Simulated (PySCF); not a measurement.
H₆PSi, SMILES [SiH3][PH3+], charge +1. The structure is a stationary point at B3LYP-D3(BJ)/def2-TZVP. The isomer is the one that the SMILES or the coordinates give; other isomers of the formula were not compared.

The numbers are results of B3LYP-D3(BJ)/def2-TZVP in PySCF, not measurements.

Harmonic wavenumbers (cm⁻¹): 138, 384, 387, 387, 661, 661, 845, 929, 929, 995, 1098, 1098, 2275, 2315, 2315, 2490, 2520, 2520. Rotational constants (GHz): 44.99, 5.024, 5.024; symmetry number 3.

**Question.** Work out the zero-point energy and the ideal-gas rigid-rotor harmonic-oscillator thermochemistry at 298.15 K and 1 atm.

**Answer.** ZPE = ½ Σ hcν = ½ × 22949 cm⁻¹ = 137.27 kJ/mol. H − E(el) = 152.81 kJ/mol. Entropy in J/(mol K): translation 160.83, rotation 87.78, vibration 30.25, total 278.86. G − E(el) = 69.67 kJ/mol. Cp = 77.98 J/(mol K). Modes under 150 cm⁻¹ make the vibrational entropy uncertain.
